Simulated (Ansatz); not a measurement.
Conformers of `CC[Si](N)(O)Cl`, each relaxed with PBE0-D4/def2-TZVP in Ansatz. CBS adds the triple-zeta coupled-cluster correction to the MP2 limit.

Not all of them had a frequency check.

Conformer A:

Z-matrix (Å, degrees):
```
C
C 1 1.526
H 1 1.092 2 111.3
H 1 1.092 2 111.3 3 -120.2
H 1 1.092 2 111.1 3 119.6
Si 2 1.858 1 114.2 3 -58.2
H 2 1.096 1 110.3 3 179.6
H 2 1.097 1 110.5 3 62.7
O 6 1.640 2 114.2 1 56.8
N 6 1.707 2 109.0 1 178.8
Cl 6 2.066 2 108.1 1 -56.9
H 9 0.959 6 115.2 2 80.3
H 10 1.008 6 119.1 2 36.6
H 10 1.009 6 119.5 2 177.4
```

Conformer B:

Z-matrix (Å, degrees):
```
C
C 1 1.526
H 1 1.093 2 111.2
H 1 1.092 2 111.3 3 119.8
H 1 1.092 2 111.3 3 -120.0
Si 2 1.856 1 114.5 3 59.3
H 2 1.096 1 110.4 3 -178.3
H 2 1.096 1 110.6 3 -61.1
O 6 1.638 2 114.4 1 -59.1
N 6 1.695 2 110.1 1 -178.7
Cl 6 2.090 2 106.9 1 56.9
H 9 0.958 6 116.3 2 99.0
H 10 1.006 6 121.1 2 -43.1
H 10 1.007 6 120.3 2 168.2
```

Conformer C:

```xyz
14

C     0.918    1.123   -1.135
C     0.920   -0.333   -0.672
Si   -0.266   -0.666    0.715
N    -1.915   -0.321    0.453
O     0.290    0.212    1.980
Cl   -0.240   -2.693    1.123
H     1.627    1.283   -1.950
H    -0.068    1.425   -1.499
H     1.191    1.798   -0.321
H     0.664   -1.002   -1.500
H     1.920   -0.629   -0.337
H    -2.236    0.613    0.259
H    -2.548   -1.024    0.114
H    -0.257    0.214    2.768
```

Problem. Which is lowest in electronic energy at CCSD(T)/CBS (frozen core, def2 sets), and by how much? (Best estimate.)

Solution. Computed: B; A lies 4.4 kJ/mol higher, C lies 1.1 kJ/mol higher. Gaps under about 2 kJ/mol don't settle the order.

Problem. Give the energies relative to B (kJ/mol) with PBE0-D4/def2-TZVPP, B2PLYP/def2-TZVPP, PBE/def2-TZVPP, SCS-MP2/def2-TZVPP, CCSD/def2-TZVPP, MP2/def2-QZVPP, MP2/CBS(def2). (Best estimate.)

Solution. Computed: 
| level | A | C |
| --- | --- | --- |
| PBE0-D4/def2-TZVPP | 5.3 | 1.7 |
| B2PLYP/def2-TZVPP | 5.0 | 0.9 |
| PBE/def2-TZVPP | 5.3 | 1.7 |
| SCS-MP2/def2-TZVPP | 4.3 | 0.6 |
| CCSD/def2-TZVPP | 4.2 | 0.5 |
| MP2/def2-QZVPP | 4.5 | 1.0 |
| MP2/CBS(def2) | 4.7 | 1.2 |
